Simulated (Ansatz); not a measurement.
SbMe2H (C₂H₇Sb), relaxed as a singlet with RKS r2SCAN-D4/def2-SVP in Ansatz, starting from the GFN2-xTB geometry. Force threshold 0.02 eV/Å.

In the def2 sets Sb takes a core potential; there is no spin–orbit coupling.

Start:

Cartesian coordinates in Å:
```
Sb 1.1395 0.3542 -0.6049
C 0.7171 -0.5998 1.2907
H 0.6079 -1.6688 1.1428
H -0.1996 -0.2011 1.7106
H 1.5339 -0.4252 1.9817
C -0.9014 0.1824 -1.3015
H -1.0642 0.8550 -2.1354
H -1.5894 0.4298 -0.5009
H -1.0880 -0.8333 -1.6323
H 0.8443 1.9069 0.0490
```

```
step  energy (eV)  largest force component (eV/Å)  SCF passes
   1   -8724.8622                           0.555          25
   2   -8724.8882                           0.234          28
   3   -8724.8944                           0.174          29
   4   -8724.8964                           0.033          28
   5   -8724.8965                           0.006          28
```

Force components are those of the run's own axes.

End:

```xyz
10

Sb    1.136    0.376   -0.597
C     0.726   -0.610    1.308
H     0.619   -1.691    1.135
H    -0.198   -0.217    1.755
H     1.565   -0.447    2.000
C    -0.917    0.189   -1.317
H    -1.064    0.837   -2.193
H    -1.630    0.471   -0.529
H    -1.096   -0.854   -1.617
H     0.859    1.947    0.055
```

By distances, no bond broke or formed. The bond that changes most is Sb1–C6, from 2.16 to 2.18 Å (atoms count from 1).

No frequencies were taken in this run, so the end may be a saddle point.

Hardware: 4 threads of Arm Neoverse V1 on a shared host. Wall time 8 s.
